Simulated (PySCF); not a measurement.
**WH₅: fields on a plane**

Computed with UPBE0/[W def2-TZVP with ECP60, H def2-TZVP], scalar-relativistic core potentials, density fitting, no spin–orbit coupling, PySCF.

The doublet minimum has W–H 1.671 Å (×2), W–H 1.697 Å (×2), W–H 1.723 Å; H–W–H 60.3°, H–W–H 71.0° (×2), H–W–H 112.5°, H–W–H 114.9° (×2), H–W–H 115.5° (×2), H–W–H 120.6° (×2).

The plane holds W1 at (0.00, 0.00), H2 at (1.72, 0.00), H3 at (-0.72, 1.51) Å. Columns run from x = -2.85 to 4.05 Å, rows from y = 3.75 (top) to -1.95 Å, in steps of 0.3 Å. Other isomers or separated fragments may lie lower. Core electrons replaced by a potential are absent, the electrostatic potential uses the reduced nuclear charge, and values within about 0.7 Å of such atoms have no physical meaning.

Problem. Give the electron density (e/Å³) (cut at 5 e/Å³). Lower edges of the bins (e/Å³): '0' 0.000, '1' 0.030, '2' 0.076, '3' 0.151, '4' 0.268, '5' 0.455, '6' 0.750, '7' 1.218, '8' 1.960, '9' 3.136; top 5.00.

Solution. 
```
000000000000000000000000
000000000000000000000000
000000000000000000000000
000000000000000000000000
000000111000000000000000
000001222110000000000000
000012344321000000000000
000013576431100000000000
000013576542111000000000
000013566654322111000000
000012457886433322100000
000012469999655543100000
000001489229766764200000
000001479229766764200000
000002369999655543100000
000012357886433322100000
000012345543222111000000
000012334332111000000000
000001222211000000000000
000001111110000000000000
```

Problem. Give the electron localisation function (set to 0 where the density is under 0.005 e/Å³). Every second row and column.

Solution. 
```
0.00 0.00 0.00 0.00 0.00 0.00 0.00 0.00 0.00 0.00 0.00 0.00
0.00 0.00 0.00 0.00 0.00 0.00 0.00 0.00 0.00 0.00 0.00 0.00
0.00 0.00 0.85 0.98 0.98 0.66 0.00 0.00 0.00 0.00 0.00 0.00
0.00 0.31 0.97 1.00 1.00 0.83 0.10 0.03 0.00 0.00 0.00 0.00
0.00 0.18 0.90 1.00 0.99 0.48 0.12 0.18 0.56 0.56 0.00 0.00
0.00 0.02 0.18 0.42 0.44 0.69 0.26 0.80 0.99 0.99 0.00 0.00
0.00 0.00 0.01 0.13 0.88 0.00 0.46 0.99 1.00 1.00 0.95 0.00
0.00 0.00 0.02 0.11 0.77 0.85 0.45 0.96 1.00 1.00 0.91 0.00
0.00 0.04 0.33 0.61 0.44 0.23 0.07 0.56 0.97 0.98 0.00 0.00
0.00 0.00 0.64 0.89 0.81 0.24 0.02 0.04 0.26 0.00 0.00 0.00
```

Other spin states or occupations of the open shell can lie lower. With an element this heavy the missing spin–orbit coupling can shift these numbers.
